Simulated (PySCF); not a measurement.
Two-component Hartree-Fock for In (indium, neutral)

Start: [Kr] 4d10 5s1 5p2; 5s1/2 filled at m_j = +1/2; 5p3/2 filled at m_j = +1/2, +3/2. Calculated with PySCF 2.14 in x2c-TZVPall-2c with one added diffuse shell each of s, p, d, f type (9s10p6d3f, 90 functions): generalised Hartree-Fock with the X2C-1e Hamiltonian and a Gaussian nucleus; one run each with spin-orbit coupling (SO) switched off, then screened by Boettger's factors. This is a chosen level, not necessarily the ground level.

```csv
spinor shell,electrons,"ε, spin-free (eV)","ε, screened SO (eV)",weight of nominal j (screened SO),"rms radius, screened SO (bohr)"
1s1/2,2,-28082.8,-28080.4,1.000,0.0340
2s1/2,2,-4296.6,-4296.0,1.000,0.139
2p1/2,2,-3849.5,-3995.7,1.000,0.120
2p3/2,4,-3849.5,-3782.7,1.000,0.125
3s1/2,2,-855.27,-855.16,1.000,0.371
3p1/2,2,-705.26,-732.59,1.000,0.365
3p3/2,4,-705.26,-692.78,1.000,0.376
3d3/2,4,-472.94,-477.69,1.000,0.350
3d5/2,6,-472.94,-469.71,1.000,0.353
4s1/2,2,-145.46,-145.49,1.000,0.908
4p1/2,2,-98.548,-103.40,1.000,0.970
4p3/2,4,-98.548,-96.411,1.000,1.000
4d3/2,4,-28.695,-29.332,0.983,1.26
4d5/2,6,-28.695,-28.356,0.989,1.28
5s1/2,1,-14.188,-14.200,0.999,2.87
5p3/2,2,-6.718,-6.684,0.805,3.75
```

```tsv
quantity	spin-free	screened SO
E (hartree)	-5877.51397	-5878.79352
M_J	5/2	5/2
⟨J²⟩	8.760	8.760
⟨L²⟩	2.006	2.038
⟨S²⟩	3.754	3.760
```

Each row is a mean over spinors that exchange with the open shell spreads, by up to 0.430 eV (4d5/2).

Rows whose weight is well below 1 are mixtures of j = l ± 1/2: exchange outweighs spin-orbit coupling there, and the label is only the starting occupation.

Breit and QED terms are absent; they matter most for the inner s and p1/2 levels.

Densities and radii are taken from the X2C orbitals without a picture-change correction, which distorts them close to the nucleus.

Without spin-orbit coupling the j labels of p, d and f shells carry no meaning; the spin-free column gives the mean over the occupied spinors of each nl shell.
